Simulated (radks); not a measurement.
Values are calculated unless marked as measured or tabulated.
The osmium ion Os+ inside a hard spherical wall (all orbitals vanish at R), configuration held at [Xe] 4f14 5d6 6s1 and not refilled when levels cross. Code: a radial shooting solver on a logarithmic mesh with Libxc functionals. Model: scalar-relativistic Kohn-Sham, LDA (Slater exchange, Perdew-Wang correlation), spin-unpolarised, spherical densities, finite nucleus; Fermi nuclear charge, rms radius 5.4126 fm. Eigenvalues in eV, with the zero of energy where the potential of the charges vanishes at infinity; a dash marks a level that is unbound or too diffuse for the functional's potential to be trusted. A positive occupied level is held by the wall or, in an anion where self-interaction has pushed it up, behind a barrier. The pressure on the wall is -dE/dV.

R (bohr)	E (hartree)	kinetic (hartree)	e(4f)	e(5p)	e(5d)	e(6s)	e(6p, empty)	e(7s, empty)	pressure (GPa)
free	-17240.5382	19095.891	-60.411	-59.193	-14.404	-13.462	-7.302	-3.298	0
20	-17240.5382	19095.891	-60.411	-59.193	-14.404	-13.462	-7.302	-3.297	< 0.0001
12	-17240.5382	19095.891	-60.411	-59.193	-14.404	-13.462	-7.301	-3.125	< 0.0001
10	-17240.5382	19095.892	-60.410	-59.192	-14.403	-13.461	-7.291	-2.701	0.000417
8	-17240.5378	19095.896	-60.391	-59.173	-14.386	-13.442	-7.186	-1.198	0.0215
6	-17240.5283	19095.982	-60.064	-58.862	-14.105	-13.090	-6.235	4.809	1.06
5	-17240.4875	19096.261	-59.156	-58.022	-13.336	-12.009	-4.124	13.788	7.69
3.5	-17239.9314	19099.005	-52.820	-52.487	-7.702	-2.399	10.666	59.060	200
2.5	-17236.5649	19113.050	-34.566	-37.222	11.289	37.415	62.942	182.83	3120
